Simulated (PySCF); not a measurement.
Isomers of C6H5F3NP, one GFN2-xTB conformer each. Single-point energies are computed at PBE0/pcSseg-1 (PySCF, gas phase, no added dispersion term), electronic only.

| SMILES | GFN2-xTB relative energy (kJ/mol) |
| --- | --- |
| Cc1ccpc(C(F)(F)F)n1 | 0.0 |
| Cc1pccnc1C(F)(F)F | 13.1 |
| CC#CP(CC#N)C(F)(F)F | 232.4 |

Conformers: `[CH3:1][C:2]#[C:3][P:4]([CH2:5][C:6]#[N:7])[C:8]([F:9])([F:10])[F:11]` with C3–P4–C5–C6 171°.

Problem. What does PBE0/pcSseg-1 give for the same structures?

Solution. 
| SMILES | PBE0/pcSseg-1 E (Eh) | PBE0/pcSseg-1 (kJ/mol) | GFN2-xTB (kJ/mol) | point group |
| --- | --- | --- | --- | --- |
| Cc1ccpc(C(F)(F)F)n1 | -926.46413 | 0.0 | 0.0 | C1 |
| Cc1pccnc1C(F)(F)F | -926.46069 | 9.0 | 13.1 | Cs |
| CC#CP(CC#N)C(F)(F)F | -926.38540 | 206.7 | 232.4 | C1 |

Both levels put the same isomer lowest; measured from each level's own lowest isomer, the values differ by up to 25.7 kJ/mol (CC#CP(CC#N)C(F)(F)F: 232.4 against 206.7). As drawn, the lowest has an aromatic ring, which the highest lacks; the highest has a C≡N group and a C≡C bond, which the lowest lacks. Neighbours under 10 kJ/mol apart (Cc1ccpc(C(F)(F)F)n1 and Cc1pccnc1C(F)(F)F) can change places with a better method, another conformer or zero-point energy.

Problem. Which frontier levels, dipoles and rotational constants go with these structures?

Solution. 
```tsv
SMILES	HOMO (eV, PBE0/pcSseg-1)	LUMO (eV)	dipole (D)	A, B, C (MHz)
Cc1ccpc(C(F)(F)F)n1	-7.65	-2.24	4.76	1540, 772.3, 566.8
Cc1pccnc1C(F)(F)F	-7.96	-2.46	3.02	1718, 769.8, 588.0
CC#CP(CC#N)C(F)(F)F	-7.79	-1.05	6.40	1371, 666.2, 515.7
```
